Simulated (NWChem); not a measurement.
System: C$_{4}$H$_{6}$O; SMILES CC1=CCO1

The following NWChem deck was run.

```
start job
memory heap 200 mb stack 900 mb global 1100 mb
geometry units angstroms noautoz
  C      0.049380     1.892680     0.014340
  C     -0.110705     0.417796     0.001308
  C     -1.043305    -0.527277    -0.201682
  C      0.036495    -1.545882     0.068453
  O      0.972765    -0.421775     0.269327
  H      0.393347     2.236954     0.997532
  H      0.796973     2.208355    -0.723875
  H     -0.900968     2.382187    -0.216627
  H     -2.093631    -0.556674    -0.447493
  H     -0.039814    -2.140665     0.984523
  H      0.370878    -2.169765    -0.766852
end
basis spherical
  * library def2-svp
end
dft
  xc becke88 lyp
  iterations 150
  mulliken
end
task dft energy
```

The geometry was optimised at B3LYP/6-31G* (spherical d).

Problem. Predict the main results of this run. (BLYP/def2-SVP.) Quantities: energy (Ha); highest occupied level (eV); orbital gap (eV); dipole (D).

Solution. energy (Ha): -230.93
highest occupied level (eV): -4.78
orbital gap (eV): 4.87
dipole (D): 0.94
